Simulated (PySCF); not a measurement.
H6OSiTi, SMILES [SiH3][O][TiH3], multiplicity 1. Atoms are numbered in the order given.

```xyz
9

Ti     0.0000     0.0000     1.4430
H      0.4187    -1.5558     1.9749
H      1.1380     1.1405     1.9749
H     -1.5568     0.4153     1.9749
O      0.0000     0.0000    -0.3039
Si     0.0000     0.0000    -1.9887
H      0.3516    -1.3639    -2.4659
H      1.0054     0.9865    -2.4659
H     -1.3570     0.3775    -2.4659
```

Geometry: B3LYP-D3(BJ)/def2-SVP. The geometry has at least one imaginary mode, so it is a saddle point at that level. The spin state was assumed, not searched. The structure was generated by enumeration; whether it is a known compound was not checked.

Level of theory: HF/def2-TZVPD in PySCF.

ESP charges are fitted to the potential on shells at 1.4 to 2.0 van der Waals radii. Atomic charges (e):

```
atom  ESP fit    IAO
----  -------  -----
Ti1      1.12   1.68
H2      -0.29  -0.42
H3      -0.29  -0.42
H4      -0.29  -0.42
O5      -0.47  -0.94
Si6      0.47   1.07
H7      -0.08  -0.19
H8      -0.08  -0.19
H9      -0.08  -0.19
```
